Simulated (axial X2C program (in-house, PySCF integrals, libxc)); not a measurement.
## CoCl: properties at the nuclei

Calculated with an axial X2C code built on PySCF integrals: two-component X2C with atomic mean-field Coulomb and Gaunt terms, Gaussian nuclei, basis Co dyall-cv3z, Cl dyall-av3z with contracted cores.

R = 2.078 Å (near the PBE0 minimum at charge 0 of the determinant lowest at the starting distance; the state shown can have its own minimum elsewhere).

Determinant lowest in the PBE0 search, Ω = 4 (⟨Sz⟩ = 1.00, ⟨Lz⟩ = 3.00 at PBE0), spin on the atoms Co 0.97, Cl 0.03:

| level | Eeff magnitude (GV/cm) | Ws magnitude Co (kHz) | A∥/gI Co (MHz) | qzz Co (a.u.) | A∥/gI Cl (MHz) | qzz Cl (a.u.) | μ (D) |
| --- | --- | --- | --- | --- | --- | --- | --- |
| PBE0 | 0.498 | 0.039 | 267 | -0.71 | 7.68 | 1.55 | -4.59 |
| HF | 1.65 | 0.151 | 151 | -0.48 | -8.41 | 0.76 | -2.56 |
| LDA | 0.325 | 0.0227 | 322 | -0.43 | 15.7 | 1.66 | -3.70 |
| BP86 | 0.333 | 0.0238 | 321 | -0.47 | 14.3 | 1.64 | -3.76 |
| TPSSh | 0.378 | 0.0281 | 298 | -0.73 | 9.97 | 1.58 | -4.39 |

Eeff is the effective electric field on the electron electric dipole moment in this Ω state and Ws the scalar–pseudoscalar constant of the nucleus named (defined with the proton number Z and per Ω); A∥ (defined per Ω) follows by multiplying with gI = μI/(I μN); qzz is the electric field gradient, eQq0 = 234.96 MHz × Q/barn × qzz; μ is positive if the Cl end (last atom) is positive. The operators were transformed with the bare-nucleus X2C matrices; with these basis sets, hyperfine constants and field gradients can be off by tens of per cent, and where levels differ in sign neither size nor sign is settled.

**Question.** With Q(59Co) = 0.42 barn (Q from Pyykkö, Mol. Phys. 2018), turn the PBE0 values of the first state into constants in MHz.

**Answer.** eQq0(59Co) = 234.96 × (0.42) × (-0.71) = -70.1 MHz.

Each state is one determinant with collinear spin, which with several unpaired electrons need not be a pure state. Unrestricted Hartree–Fock can overshoot spin polarisation at the nuclei. With several open shells hyperfine constants can be off by a factor of several. Where Eeff spreads by more than a factor of two the levels disagree and none is to be relied on. Open-shell Ω = 0 determinants with evenly filled partner blocks cannot be reached by this program, so the Ω shown need not be the lowest component. At BP86, TPSSh a later determinant lies lower. States lie within half an eV, so the first need not be the ground state. Further determinants of the search, some of them spin-mixed, are not shown. Where a field gradient or hyperfine factor spreads by more than a factor of two over the levels, a constant derived from it is not to be relied on.
